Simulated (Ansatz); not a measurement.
The input (input.yaml):

```yaml
crystal:
  periodic: [false, false, false]
  atoms:
    - { symbol: Si, position_ang: [-0.552276, 0.640249, -0.355453] }
    - { symbol: "N", position_ang: [0.749835, -0.639887, 0.603416] }
    - { symbol: H, position_ang: [0.398897, 1.302677, -1.283851] }
    - { symbol: H, position_ang: [-1.899746, 1.213199, -0.132465] }
    - { symbol: O, position_ang: [-1.160776, -0.734829, -1.161171] }
    - { symbol: H, position_ang: [1.496137, -0.073145, 1.022214] }
    - { symbol: Br, position_ang: [0.140636, 2.002052, 1.63042] }
    - { symbol: H, position_ang: [1.130556, -1.385139, 0.012408] }
    - { symbol: H, position_ang: [0.251124, -1.084235, 1.3798] }
    - { symbol: H, position_ang: [-0.554287, -1.240943, -1.71532] }
basis:
  gaussian: { orbitals: def2-SVP }
hamiltonian:
  xc: b3lyp
  dispersion: d4
phonons: {}
```

Launched with:

```bash
$ ansatz run input.yaml --threads 2 --pin off --max-ram 3072MiB --backend cpu --events-out ev --progress --plain --runs-dir out
```

Hardware: 2 threads of Arm Neoverse V2, with other jobs on the host.

Task: Roughly how long does this run take, and how much memory?

Result: 110 s, with a peak of 0.25 GiB, for 0 ionic steps.
